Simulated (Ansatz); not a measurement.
Ansatz (a quantum-chemistry and plane-wave program) input (CCSD(T)/def2-SVPD):

Ansatz 0.2 input:
```yaml
crystal:
  periodic: [false, false, false]
  atoms:
    - {symbol: Ti, position_ang: [0.05778449, -0.02281639, -0.01530424]}
    - {symbol: O, position_ang: [1.56338474, -0.61730750, -0.41406301]}
    - {symbol: F, position_ang: [-0.65315355, -0.40418289, 1.67996416]}
    - {symbol: F, position_ang: [-0.87777274, 1.00867407, -1.27449778]}
basis:
  gaussian:
    orbitals: def2-SVPD
total_charge: -1
magnetization: {spin_polarized: true, initial_magnetization: 1}
correlation: {method: ccsd_t, electrons: outside_noble_gas}
output: {forces: true}
```

Output:

```
Functional definition: HF
integrals: 0.23 GiB planned
1021 factors; integrals over basis functions are off by at most 1.2e-3 eV
mean field: 0.53 GiB planned
mean field evaluation 1: about -30520.9814 eV, gradient 4.3e1 eV
mean field evaluation 2: about -30521.0869 eV, gradient 4.3e1 eV
mean field evaluation 4: about -30531.5062 eV, gradient 1.1e1 eV
mean field evaluation 8: about -30532.9818 eV, gradient 8.8e-1 eV
mean field evaluation 16: about -30533.0405 eV, gradient 4.9e-4 eV
mean field evaluation 32: about -30527.6251 eV, gradient 2.8e1 eV
mean field evaluation 64: about -30532.9046 eV, gradient 2.8e0 eV
mean field evaluation 96: about -30529.7488 eV, gradient 2.2e0 eV
mean field evaluation 128: about -30532.8521 eV, gradient 1.9e0 eV
mean field evaluation 160: about -30524.2748 eV, gradient 2.3e1 eV
mean field evaluation 192: about -30530.3578 eV, gradient 1.6e-3 eV
mean field evaluation 224: about -30532.7030 eV, gradient 7.3e-2 eV
mean field evaluation 256: about -30529.9890 eV, gradient 6.3e-1 eV
mean field evaluation 288: about -30527.2513 eV, gradient 1.4e1 eV
mean field evaluation 320: about -30528.6305 eV, gradient 1.8e-1 eV
mean field evaluation 352: about -30528.5671 eV, gradient 9.0e-4 eV
mean field evaluation 384: about -30527.5293 eV, gradient 5.0e0 eV
mean field evaluation 416: about -30527.8354 eV, gradient 1.3e-1 eV
mean field evaluation 448: about -30527.8510 eV, gradient 5.1e0 eV
mean field evaluation 480: about -30527.6102 eV, gradient 5.3e-1 eV
mean field evaluation 512: about -30519.4559 eV, gradient 3.0e1 eV
mean field evaluation 544: about -30528.9296 eV, gradient 1.5e-1 eV
mean field evaluation 576: about -30529.7409 eV, gradient 2.2e0 eV
mean field evaluation 608: about -30528.9947 eV, gradient 6.6e0 eV
mean field evaluation 640: about -30530.0370 eV, gradient 1.8e-1 eV
mean field evaluation 672: about -30529.7474 eV, gradient 6.6e-1 eV
mean field evaluation 704: about -30529.8395 eV, gradient 5.2e-4 eV
mean field -30533.04054657 eV, -1122.0685440481 hartree, gradient 2.0e-6 eV, S^2 0.762716; 12 other end points of the search recorded, 0 dependent functions left out
determinant -30533.04054657 eV, -1122.0685440481 hartree, with singles and doubles -30552.54372672 eV, -1122.7852726992 hartree
determinant -30532.70323375 eV, -1122.0561480307 hartree, with singles and doubles -30551.90149508 eV, -1122.7616711217 hartree
determinant -30530.35776978 eV, -1121.9699538196 hartree, with singles and doubles -30548.08269601 eV, -1122.6213328441 hartree
determinant -30530.22887755 eV, -1121.9652171175 hartree, with singles and doubles -30547.90959869 eV, -1122.6149716352 hartree
determinant -30530.04037328 eV, -1121.9582897133 hartree, with singles and doubles -30547.85930793 eV, -1122.6131234838 hartree
determinant -30529.91120628 eV, -1121.9535429137 hartree, with singles and doubles -30547.68805356 eV, -1122.6068300016 hartree
determinant -30529.83953675 eV, -1121.9509091070 hartree, with singles and doubles -30548.07575633 eV, -1122.6210778155 hartree
determinant -30529.80672283 eV, -1121.9497032178 hartree, with singles and doubles -30548.08940972 eV, -1122.6215795687 hartree
12 core orbitals not correlated
reference -30533.04054657 eV, -1122.0685440481 hartree; 13, 12 occupied and 78, 79 virtual orbitals, 1021 factors
densities: 1.30 GiB planned
second order -19.80487604 eV of doubles, -0.00000000 eV of singles
coupled cluster: 0.88 GiB planned
cycle   1  -19.51328799 eV  change   -1.0e-2 eV  update   5.9e-3
cycle   2  -19.50843498 eV  change    4.9e-3 eV  update   4.4e-3
cycle   3  -19.51299299 eV  change   -4.6e-3 eV  update   3.1e-3
cycle   4  -19.51535378 eV  change   -2.4e-3 eV  update   1.1e-3
cycle   5  -19.51967164 eV  change   -4.3e-3 eV  update   5.6e-4
cycle   6  -19.51915814 eV  change    5.1e-4 eV  update   2.8e-4
cycle   7  -19.51911239 eV  change    4.6e-5 eV  update   1.8e-4
cycle   8  -19.51910301 eV  change    9.4e-6 eV  update   6.8e-5
cycle   9  -19.51907582 eV  change    2.7e-5 eV  update   2.9e-5
cycle  10  -19.51907537 eV  change    4.5e-7 eV  update   8.6e-6
cycle  11  -19.51908197 eV  change   -6.6e-6 eV  update   4.9e-6
cycle  12  -19.51908229 eV  change   -3.1e-7 eV  update   2.5e-6
cycle  13  -19.51908124 eV  change    1.0e-6 eV  update   1.1e-6
cycle  14  -19.51908095 eV  change    2.9e-7 eV  update   5.6e-7
cycle  15  -19.51908097 eV  change   -1.8e-8 eV  update   2.3e-7
cycle  16  -19.51908119 eV  change   -2.2e-7 eV  update   1.3e-7
perturbative correction -0.87154318 eV, -0.0320286210 hartree
the calculation of the forces begins
Total energy: -30553.43117093 eV, -1122.8178856721 hartree
Atom 0 at     0.057784    -0.022816    -0.015304 Å, force    -0.418499     0.165246     0.110840 eV/Å
Atom 1 at     1.563385    -0.617308    -0.414063 Å, force     0.971107    -0.383445    -0.257198 eV/Å
Atom 2 at    -0.653154    -0.404183     1.679964 Å, force    -0.238188    -0.130652     0.574529 eV/Å
Atom 3 at    -0.877773     1.008674    -1.274498 Å, force    -0.314420     0.348851    -0.428171 eV/Å
Dipole moment:    -0.348186     0.137482     0.092217 e Å
```

The spin state was set by rule; other spins were not relaxed.
